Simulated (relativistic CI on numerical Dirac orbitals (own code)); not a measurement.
Slater and spin-orbit integrals, Zn12+

Method of calculation: Dirac-Coulomb-Breit CI, separate exchange-only KLI orbitals for each configuration, QED by a radiative potential, unscaled Slater integrals (own radial code, finite nucleus).

Slater integrals F^k, G^k are unscaled and averaged over j, outside the closed core [Ne]; ζ comes from projecting the Hamiltonian with its Breit term on Σ l·s of the shell.

- 3s2 3p5 3d: ζ(3p) = 22120, F^2(3p,3d) = 163130, G^1(3p,3d) = 187580, G^3(3p,3d) = 121090, ζ(3d) = 2081.6 cm⁻¹; <r>(3p) = 0.6073, <r^2>(3p) = 0.4255, <r>(3d) = 0.573, <r^2>(3d) = 0.3853 (bohr units).
- 3s 3p6 3d: G^2(3s,3d) = 143910, ζ(3d) = 2127.8 cm⁻¹; <r>(3s) = 0.6087, <r^2>(3s) = 0.4219, <r>(3d) = 0.574, <r^2>(3d) = 0.3868 (bohr units).
- 3s2 3p5 4s: ζ(3p) = 22819, G^1(3p,4s) = 19111 cm⁻¹; <r>(3p) = 0.5991, <r^2>(3p) = 0.4142, <r>(4s) = 1.253, <r^2>(4s) = 1.761 (bohr units).

Averages of the first 10 configurations, taken without configuration mixing, which lowers the lowest level and can move excited configurations by several eV; other configurations of the list can lie among them:

```csv
Configuration,Parity,States,Average energy above the lowest level (eV)
3s2 3p6,even,1,0.2
3s2 3p5 3d,odd,60,73.3
3s 3p6 3d,even,20,130.8
3s2 3p5 4s,odd,12,203.7
3s2 3p5 4p,even,36,221.6
3s2 3p5 4d,odd,60,248.0
3s 3p6 4s,even,4,262.2
3s2 3p5 4f,even,84,268.8
3s 3p6 4p,odd,12,279.5
3p6 3d2,even,45,264.4
```
